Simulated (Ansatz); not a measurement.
# Which is lower?

The two ends of one reaction step of Si4H12ClOF, singlet (PBE0-D4/def2-TZVP).

A:

```csv
atom,x (Å),y (Å),z (Å)
Si1,-0.6972,-0.3684,0.9845
Si2,3.1157,1.1900,0.0604
Si3,-1.5399,1.5808,-0.0015
Si4,-1.8514,-2.3331,0.4595
Cl5,-0.9484,-0.1908,3.0581
H6,0.7741,-0.1588,-1.8384
O7,-0.1638,-0.3683,-1.7619
H8,0.7709,-0.5306,0.8196
F9,2.5230,0.5463,-1.2981
H10,3.4707,0.0777,0.9683
H11,4.3142,1.9692,-0.3255
H12,2.0759,2.0628,0.6458
H13,-2.6061,1.2401,-0.9776
H14,-0.4599,2.3368,-0.6886
H15,-2.1236,2.4511,1.0558
H16,-1.3182,-3.4651,1.2639
H17,-1.7425,-2.6928,-0.9824
H18,-3.2909,-2.1504,0.7850
H19,-0.3024,-1.1966,-2.2267
```

B:

Si1  (-0.455, 0.463, 1.071)
Si2  (1.846, 0.888, 1.112)
Si3  (-1.673, 1.969, -0.248)
Si4  (-0.908, -1.781, 0.573)
Cl5  (-1.056, 0.736, 3.062)
H6  (0.934, -0.463, -1.982)
O7  (0.127, 0.011, -1.744)
H8  (1.449, -2.380, -0.973)
F9  (1.984, -2.109, -1.689)
H10  (2.478, -0.020, 2.107)
H11  (2.477, 0.662, -0.214)
H12  (2.072, 2.296, 1.530)
H13  (-2.451, 1.243, -1.289)
H14  (-0.760, 2.934, -0.912)
H15  (-2.627, 2.716, 0.614)
H16  (0.364, -2.511, 0.244)
H17  (-1.824, -1.965, -0.582)
H18  (-1.463, -2.498, 1.751)
H19  (-0.513, -0.190, -2.431)
(Å)

Program: Ansatz 0.2.0. Basis: def2-TZVPP. Cores are frozen in the correlated methods. B3LYP uses VWN-RPA correlation.

(1) Which structure is lower at CCSD(T), and by how much? (Judge from chemistry; the value comes from the calculation.)

T1 diagnostic: at most 0.013.

## Answers

(1) By the calculation: A, by 1.166 eV (electronic energy, against the other). By their contacts, A is a complex of Si₃H₇Cl ([SiH3][SiH]([SiH3])[Cl]) + SiH₃F ([F][SiH3]) + H₂O and B is a complex of Si₄H₉Cl ([SiH3][Si]([SiH3])([SiH3])[Cl]) + H₂O + HF.

All methods give the same order:

```
      method  E(B) − E(A) (eV)
       SPW92             0.819
      PBE-D4             0.863
     BLYP-D4             1.082
   r2SCAN-D4             1.089
      B97M-V             1.109
     PBE0-D4             0.956
    B3LYP-D4             1.150
  r2SCAN0-D4             1.122
    BHLYP-D4             1.266
CAM-B3LYP-D4             1.253
     wB97X-V             1.174
     wB97M-V             1.191
      B2PLYP             1.252
    PBE-QIDH             1.107
  RPA on PBE             1.225
          HF             1.606
         MP2             1.188
        CCSD             1.237
     CCSD(T)             1.166
```

Labels in which every atom is bracketed show which atoms are joined, not bond orders.

For scale, one of the runs: CCSD(T)/def2-TZVPP, 440 basis functions, launched by `ansatz run in.yaml --threads 5 --pin off --events-out ev --progress --plain --max-ram 66560MiB --backend cuda --devices 0, --max-vram 37GiB`. Time: 27 s of wall clock on 5 CPU threads of an AMD EPYC 7R13 and a share of one NVIDIA H100; the host was shared. Peak host memory: 1.1 GiB.
